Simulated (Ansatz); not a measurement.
Consider the formal exchange of groups at a C–N bond: `CN/C=C/C=O` + `[AlH2][S][SiH3]` → `[CH3][AlH][S][SiH3]` + `N/C=C/C=O`.

Calculated with Ansatz (gas phase, PBE0-D4/def2-TZVP geometries, no zero-point term in ΔE). CBS: MP2 limit from def2 TZ/QZ plus the TZ coupled-cluster correction, frozen cores. Double bonds are as drawn, so ΔE can hold a change between cis and trans. DFT in def2-TZVPP. B3LYP here is the variant with VWN-RPA as its local correlation; programs differ in this. One conformer a species, not always the lowest.

```json
{"level": "PBE-D4", "ΔE (kcal/mol)": "-17.2", "difference from CCSD(T)/CBS": "0.6"}
{"level": "r2SCAN-D4", "ΔE (kcal/mol)": "-18.2", "difference from CCSD(T)/CBS": "-0.4"}
{"level": "PBE0-D4", "ΔE (kcal/mol)": "-17.4", "difference from CCSD(T)/CBS": "0.4"}
{"level": "ωB97X-V", "ΔE (kcal/mol)": "-16.6", "difference from CCSD(T)/CBS": "1.2"}
{"level": "B2PLYP", "ΔE (kcal/mol)": "-17.0", "difference from CCSD(T)/CBS": "0.8"}
{"level": "PBE", "ΔE (kcal/mol)": "-16.9", "difference from CCSD(T)/CBS": "0.9"}
{"level": "r2SCAN", "ΔE (kcal/mol)": "-18.1", "difference from CCSD(T)/CBS": "-0.3"}
{"level": "PBE0", "ΔE (kcal/mol)": "-17.1", "difference from CCSD(T)/CBS": "0.7"}
{"level": "B3LYP", "ΔE (kcal/mol)": "-16.5", "difference from CCSD(T)/CBS": "1.3"}
{"level": "HF/def2-TZVPP", "ΔE (kcal/mol)": "-14.8", "difference from CCSD(T)/CBS": "3.0"}
{"level": "MP2/def2-TZVPP", "ΔE (kcal/mol)": "-18.0", "difference from CCSD(T)/CBS": "-0.2"}
{"level": "SCS-MP2/def2-TZVPP", "ΔE (kcal/mol)": "-16.6", "difference from CCSD(T)/CBS": "1.2"}
{"level": "CCSD(T)/def2-TZVPP", "ΔE (kcal/mol)": "-17.1", "difference from CCSD(T)/CBS": "0.7"}
{"level": "MP2/def2-QZVPP", "ΔE (kcal/mol)": "-18.4", "difference from CCSD(T)/CBS": "-0.6"}
{"level": "SCS-MP2/def2-QZVPP", "ΔE (kcal/mol)": "-17.1", "difference from CCSD(T)/CBS": "0.7"}
{"level": "MP2/CBS(def2)", "ΔE (kcal/mol)": "-18.7", "difference from CCSD(T)/CBS": "-0.9"}
{"level": "CCSD(T)/CBS", "ΔE (kcal/mol)": "-17.8", "difference from CCSD(T)/CBS": "0"}
```

Largest T1 diagnostic among the species: 0.016.

In def2-TZVPP, CCSD(T) changes the Hartree–Fock value by −2.3 kcal/mol (the triples alone add −0.1 kcal/mol) and MP2 by −3.2 kcal/mol.
